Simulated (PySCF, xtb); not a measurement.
CH4O4, SMILES OC(O)(O)O. The values are those of a single conformer.

Harmonic wavenumbers (cm⁻¹) from GFN2-xTB run with xtb at its own minimum, in rising order: 239, 242, 287, 294, 425, 443, 542, 542, 589, 881, 1007, 1008, 1122, 1136, 1193, 1294, 1294, 3546, 3549, 3550, 3554.

What does B3LYP-D3(BJ)/def2-SVP in PySCF give at its own minimum? (An estimate is asked for; the answer gives what the named calculation found.)

261, 332, 332, 346, 477, 500, 601, 601, 628, 897, 1052, 1052, 1174, 1226, 1314, 1432, 1432, 3815, 3815, 3817, 3820. Paired by order, the mean absolute difference is 104 cm⁻¹ and the zero-point energies are 38.2 and 41.4 kcal/mol.
